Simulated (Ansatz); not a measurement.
Born–Oppenheimer molecular dynamics of Cl2H3NOTi (8 atoms, charge 0, multiplicity 1). It starts from a relaxed structure.

Method: Ansatz 0.2.0, RKS PBE/def2-SVP.

| Quantity | Value |
| --- | --- |
| ensemble | NVE (velocity Verlet) |
| time step | 0.5 fs |
| steps asked | 250 |
| starting velocities drawn for | 2000 K |
| seed | 204274 |

First frame:

```xyz
8
Properties=species:S:1:pos:R:3
Ti -0.026 0.023 0.045
N -0.012 0.030 1.903
H -0.738 0.459 2.489
H 0.775 -0.293 2.478
Cl 2.087 0.042 -0.615
Cl -1.240 1.760 -0.598
O -0.806 -1.477 -0.532
H -1.184 -2.211 -0.016
```

(1) How far do the bonds stretch over the last three quarters of this one trajectory? (Pairs bonded in most of those frames.)

Answers

(1) 
| bond | mean (Å) | spread (Å) | shortest | longest |
| --- | --- | --- | --- | --- |
| Ti1–N2 | 1.866 | 0.038 | 1.80 | 1.93 |
| Ti1–Cl5 | 2.245 | 0.071 | 2.13 | 2.39 |
| Ti1–Cl6 | 2.255 | 0.098 | 2.10 | 2.38 |
| Ti1–O7 | 1.804 | 0.041 | 1.74 | 1.90 |
| N2–H3 | 1.047 | 0.049 | 0.96 | 1.12 |
| N2–H4 | 1.042 | 0.029 | 0.98 | 1.10 |
| O7–H8 | 0.989 | 0.027 | 0.95 | 1.03 |

Pairs bonded in part of these frames only: Ti1–H3 7 %, Ti1–H4 15 %, Ti1–H8 40 %.

Mean temperature of the second half: 1375 K. The conserved energy stayed within 0.56 meV per atom of its start (net change 0.13 meV per atom), so the integration is sound. A run of 0.12 ps of so small a system gives no equilibrium averages.

The run took 4.9 min on 4 threads of AMD EPYC 7B13 (Zen 3), on a shared host, peak memory 0.2 GiB.
